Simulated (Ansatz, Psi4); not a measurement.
Here is a job for Psi4.
```
memory 2 GB

molecule {
0 1
C     0.02026430    0.75833993    0.00748046
C    -0.02026430   -0.75833993   -0.00748046
O     1.03960208    1.38537393    0.03158832
H    -0.97907997    1.22841153   -0.00597192
O    -1.03960208   -1.38537393   -0.03158832
H     0.97907997   -1.22841153    0.00597192
}

set {
  basis def2-svp
  scf_type pk
  puream true
  d_convergence 1e-8
  dft_radial_points 99
  dft_spherical_points 590
}

energy('b3lyp')
print_variables()
```

**Question.** Convert this to an input for Ansatz (a quantum-chemistry and plane-wave program).

**Answer.** Several could match; the one computed here: 
Ansatz 0.2 input:
```yaml
crystal:
  periodic: [false, false, false]
  atoms:
    - {symbol: C, position_ang: [0.02026430, 0.75833993, 0.00748046]}
    - {symbol: C, position_ang: [-0.02026430, -0.75833993, -0.00748046]}
    - {symbol: O, position_ang: [1.03960208, 1.38537393, 0.03158832]}
    - {symbol: H, position_ang: [-0.97907997, 1.22841153, -0.00597192]}
    - {symbol: O, position_ang: [-1.03960208, -1.38537393, -0.03158832]}
    - {symbol: H, position_ang: [0.97907997, -1.22841153, 0.00597192]}
basis:
  gaussian:
    orbitals: def2-SVP
hamiltonian:
  xc: b3lyp
accuracy: high
```

Both were run: Psi4 gave -227.649065 Eh and Ansatz -227.649065 Eh, 0.000 mEh apart.
